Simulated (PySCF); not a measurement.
## State search for InN

Unrestricted PBE0; PySCF, scalar-relativistic core potentials, basis sets In def2-SVPD with ECP28, N def2-SVPD. Outer shells of the fragments: In 4d10 5s2 5p1; N 2s2 2p3.

Followed along the bond (rough minima from three points):

| 2Ms+1 | unpaired | ⟨S²⟩ at the start | R at minimum (Å) | Te (eV) |
| --- | --- | --- | --- | --- |
| 3 | π ↑↑ | 2.01 | 2.24 | 0.00 |
| 3 | σ ↑, π ↑ | 2.04 | 2.10 | 0.28 |
| 1 | π ↑↓ | 1.00 | 2.23 | 0.55 |
| 1 | σ ↓, π ↑ | 1.01 | 2.07 | 0.73 |
| 5 | σ ↑, π ↑↑↑ | 6.01 | none in the scan | ≤ 1.93 |

Solutions found at the starting distance of 2.045 Å, counted from the lowest of them; the search is not exhaustive and high or unbound solutions are not listed, so other states can lie among these:

```
2Ms+1  unpaired   term  E (eV)  ⟨S²⟩  ⟨Lz²⟩  μ (D)
    3      π ↑↑    ³Σ⁻    0.00  2.01   0.00  -1.55
    3  σ ↑, π ↑     ³Π    0.09  2.04   1.01  -3.13
    1  σ ↓, π ↑  mixed    0.52  1.01   1.03  -3.44
    1      π ↑↓  mixed    0.54  1.00   2.01  -1.54
    1      none    ¹Σ⁺    1.87  0.00   0.00  -5.12
    1      none  mixed    2.12  0.00   2.00  -1.42
```

A term symbol is given only where ⟨S²⟩ and ⟨Lz²⟩ are close to those of a pure state; real π, δ and φ orbitals otherwise mix terms. A positive dipole means In(−)N(+).

Compare the gap between the two lowest followed solutions at the starting distance with the gap between their minima.

At PBE0 the second solution (triplet, unpaired electrons σ ↑, π ↑) lies +0.09 eV from the first (triplet, unpaired electrons π ↑↑) at 2.045 Å and +0.28 eV at the minima; the two curves relax by different amounts, since their minima lie near 2.10 and 2.24 Å.

Spin–orbit coupling is left out.
